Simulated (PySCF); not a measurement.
dichloro(silyl)silane (Cl2H4Si2), SMILES [SiH3][SiH](Cl)Cl.

The structure is a stationary point at PBE0-D3(BJ)/def2-SVP.

Two levels are set side by side: TDDFT-PBE/def2-SVPD (PySCF) and TDDFT-ωB97X/def2-SVPD (PySCF). Vertical, same geometry. The lowest singlet is HOMO→LUMO 97 % with PBE and HOMO→LUMO 94 % with the other functional; states are paired by order. Differences are taken from unrounded values.

```tsv
quantity	TDDFT-ωB97X	TDDFT-PBE	TDDFT-PBE minus TDDFT-ωB97X
lowest singlet excitation (eV)	6.72	5.81	-0.92
lowest triplet excitation (TDA) (eV)	6.05	5.32	-0.74
first bright state (f over 0.05) (eV)	7.83	6.62	-1.21
its oscillator strength	0.18	0.05	-0.12
```

A lower first singlet is the usual sign of a functional without exact exchange. Differences between two approximate levels are no errors against the true value.

Rough cost on one machine, each run with all the roots and properties that it gave: TDDFT-ωB97X against TDDFT-PBE about 10 times.
